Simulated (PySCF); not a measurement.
Compound: C7H14FNSi.
SMILES with atom numbers: `[CH3:1]/[CH:2]=[C:3]1/[SiH2:4][C@@H:5]([N:6]([CH3:7])[CH3:8])[C@@H:9]1[F:10]`

Structure used (GFN2-xTB), in Å, numbered top down from 1:
```xyz
24
C7H14FNSi angstrom
C      3.7851    0.2084   -0.1275
C      2.7915   -0.9040   -0.0931
C      1.4719   -0.7736   -0.0651
Si    -0.0444   -1.8938   -0.0751
C     -0.7238   -0.1295   -0.4456
N     -1.8359    0.3898    0.3237
C     -3.0267   -0.4079    0.1335
C     -2.0964    1.7830    0.0126
C      0.6363    0.4869   -0.0807
F      1.0539    1.4582   -0.9731
H      3.2990    1.1782   -0.1572
H      4.4251    0.1560    0.7537
H      4.4244    0.1086   -1.0043
H      3.2138   -1.9024   -0.0886
H     -0.1953   -2.8781   -1.1452
H     -0.4045   -2.4361    1.2326
H     -0.8839    0.0180   -1.5301
H     -2.8179   -1.4381    0.4198
H     -3.3810   -0.4009   -0.9101
H     -3.8198   -0.0186    0.7712
H     -2.4317    1.9240   -1.0274
H     -2.8689    2.1581    0.6832
H     -1.1913    2.3672    0.1627
H      0.6088    0.9663    0.9046
```

NICS is the negative of the GIAO shielding at a point without a nucleus: at the ring centre (0) and 1 Å above and below it (1); zz is the component along the ring normal. Level: GIAO PBE0/pcSseg-1 (PySCF, non-relativistic, gas phase) on the GFN2-xTB geometry, one conformer.

Ring bond lengths (Å), with Mayer bond orders in brackets: C3–Si4 1.885 (0.91), Si4–C5 1.927 (0.87), C5–C9 1.537 (0.99), C9–C3 1.512 (1.01).

Problem. What do the NICS probes read (ppm)?

Solution. 
| ring | type | NICS(0) | NICS(1), two faces | NICS(1)zz, two faces | rms pucker (Å) | centre to ring atoms, mean (Å) |
| --- | --- | --- | --- | --- | --- | --- |
| C3–Si4–C5–C9 | 4-membered ring with Si; formal bonds all single | -1.2 | -2.7 / -2.5 | 2.1 / 3.1 | 0.09 | 1.21 |

Problem. What can be read from them?

Solution. 
- C3–Si4–C5–C9: mean NICS(1)zz 2.6 ppm, near zero. Si4, C5, C9 have four or more neighbours; no verdict on aromaticity is drawn.

Problem. What is the mean of the two in-plane components of NICS at the first NICS(1) probe listed for ring C3–Si4–C5–C9, 1 Å off the ring?

Solution. The isotropic value is a third of the trace: (3 × -2.7 − (2.1))/2 = -5.1 ppm.

Problem. Give the inner angles of the rings and the Hirshfeld charges of the ring atoms.

Solution. 
- C3–Si4–C5–C9: C3 92.9° (-0.118 e), Si4 75.0° (+0.328 e), C5 90.5° (-0.079 e), C9 99.0° (+0.050 e); sum 357.5° against 360° for a flat convex ring.

Problem. How shielded are the nuclei of the rings and their hydrogens (means over atoms taken as equivalent)?

Solution. 
| atoms | environment | σ isotropic (ppm) | principal values of the symmetric part, first atom (ppm) |
| --- | --- | --- | --- |
| C3 | fully substituted alkene carbon | 48.6 | -42.6, 45.7, 142.6 |
| Si4 | SiH2 silicon | 412.2 | 364.5, 422.9, 449.2 |
| C5 | sp3 carbon bound to nitrogen | 118.7 | 96.3, 104.5, 155.3 |
| C9 | sp3 C–F carbon | 86.4 | 57.0, 80.4, 121.8 |
| H15 | Si–H hydrogen | 27.04 | 23.9, 24.8, 32.5 |
| H16 | Si–H hydrogen | 27.25 | 24.4, 25.7, 31.6 |
| H17 | methine hydrogen | 29.16 | 27.4, 28.4, 31.6 |
| H24 | methine hydrogen | 26.05 | 25.1, 26.2, 26.9 |
